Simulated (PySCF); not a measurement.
Si(H)(F)(Me)(OMe) (C2H7FOSi), SMILES O([SiH](F)C)C.

Coordinates come from a B3LYP-D3(BJ)/def2-SVP optimisation. The structure was generated by enumeration, and PubChem lists no compound with its InChIKey, so it may never have been made. Other conformers were not sampled.

Level of theory: SMD-PBE0/def2-SVP in PySCF.

Solvation free energies are E(SMD) − E(gas) at the gas-phase geometry, for 1 M in both phases. In vacuum the dipole moment is 1.26 D.

Q: Estimate the solvation free energies in water, chlorobenzene, N,N-dimethylformamide. (Estimate from the structure and the level; the computed values follow.)

A: 
```
solvent                ΔG(solv) (kcal/mol)  its non-electrostatic (CDS) part  dipole (D)
---------------------  -------------------  --------------------------------  ----------
water                                 -0.3                               4.4        1.49
chlorobenzene                         -2.7                               0.2        1.46
N,N-dimethylformamide                 -2.5                               1.0        1.51
```
